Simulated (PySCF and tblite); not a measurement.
Results of a calculation; reference values are marked as such.
System: C5H10BPS, numbered as in [CH2:1]=[CH:2][B:3]([PH2:4])/[CH:5]=[CH:6]/[S:7][CH3:8].

For the rotation about the B3–C2 bond (torsion P4–B3–C2–C1 from -18° to 154°, rising): electronic barrier 3.78 kcal/mol, zero-point change -0.40 kcal/mol, thermal and entropy terms at 250 K a further 0.21 kcal/mol (symmetry numbers apart). The minimum is C1, the saddle C1. Geometries: GFN2-xTB; energies: PBE/pcSseg-1 + D3(BJ), IEF-PCM acetonitrile; zero-point and thermal terms from GFN2-xTB harmonic modes (soft modes blended into free rotors). Rate constants are transition-state-theory values, counting equivalent paths, without tunnelling. Programs: tblite and PySCF.

**Question.** How many equivalent paths lead out of the minimum?

**Answer.** 1: the symmetry number of the minimum is 1, that of the saddle displaced along its mode 1.

**Question.** Work out the rate at 250 K.

**Answer.** ΔG‡ = 3.59 kcal/mol; k_B T/h = 5.2×10¹² s⁻¹; exp(−ΔG‡/RT) = 0.00073; times 1 gives k = 3.8×10⁹ s⁻¹. Wigner's tunnelling factor for the 90i cm⁻¹ mode would be 1.01.
